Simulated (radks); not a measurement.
Results of a calculation; reference values are marked as such.
The rubidium ion Rb+ inside a hard spherical wall (all orbitals vanish at R), configuration held at [Kr] and not refilled when levels cross. Code: a radial shooting solver on a logarithmic mesh with Libxc functionals. Model: scalar-relativistic Kohn-Sham, PBE, spin-unpolarised, spherical densities, point nucleus. Eigenvalues in eV, with the zero of energy where the potential of the charges vanishes at infinity; a dash marks a level that is unbound or too diffuse for the functional's potential to be trusted. A positive occupied level is held by the wall or, in an anion where self-interaction has pushed it up, behind a barrier. The pressure on the wall is -dE/dV.

| R (bohr) | E (hartree) | kinetic (hartree) | e(3p) | e(3d) | e(4s) | e(4p) | e(5s, empty) | e(4d, empty) | pressure (GPa) |
|---|---|---|---|---|---|---|---|---|---|
| free | -2981.04383 | 3053.091 | -230.66 | -109.74 | -37.631 | -21.651 | - | - | 0 |
| 15 | -2981.04383 | 3053.091 | -230.66 | -109.74 | -37.631 | -21.651 | - | - | < 0.0001 |
| 8 | -2981.04382 | 3053.091 | -230.66 | -109.74 | -37.630 | -21.650 | -5.782 | -3.547 | 0.000897 |
| 7 | -2981.04372 | 3053.092 | -230.65 | -109.74 | -37.625 | -21.645 | -5.364 | -3.327 | 0.0118 |
| 6 | -2981.04278 | 3053.103 | -230.60 | -109.69 | -37.588 | -21.608 | -4.281 | -2.839 | 0.154 |
| 4 | -2980.95733 | 3053.752 | -228.67 | -107.77 | -36.174 | -20.064 | 7.323 | 1.657 | 27.5 |
| 3.5 | -2980.78674 | 3054.793 | -226.20 | -105.31 | -34.366 | -17.978 | 17.607 | 5.568 | 107 |
| 2 | -2973.24013 | 3083.916 | -189.02 | -68.522 | 4.633 | 27.890 | 177.83 | 67.717 | 11300 |
